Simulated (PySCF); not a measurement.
## Radial density of Cr⁺ (chromium, charge +1)

UHF, [Ar] 3d5, high-spin 6S determinant. Computed with PySCF 2.14 in aug-cc-pVDZ, with the non-relativistic Hamiltonian (point nucleus).

```
r (bohr)  4πr²ρ (e/bohr)  4πr²(ρα − ρβ)
0.000867         0.08441         0.0000
 0.00146          0.2321         0.0000
 0.00245          0.6262         0.0000
 0.00413           1.635        -0.0001
 0.00694           4.042        -0.0002
  0.0117           9.117        -0.0004
  0.0196           17.65        -0.0007
  0.0330           26.60        -0.0009
  0.0556           27.55         0.0000
  0.0935           21.89         0.0074
   0.157           28.00         0.0711
   0.264           27.62         0.4797
   0.445           11.00         1.8392
   0.748           13.45         3.4619
    1.26           7.506         2.8479
    2.12           1.308         0.9853
    3.56          0.1173         0.1145
    5.99        0.001962         0.0020
```
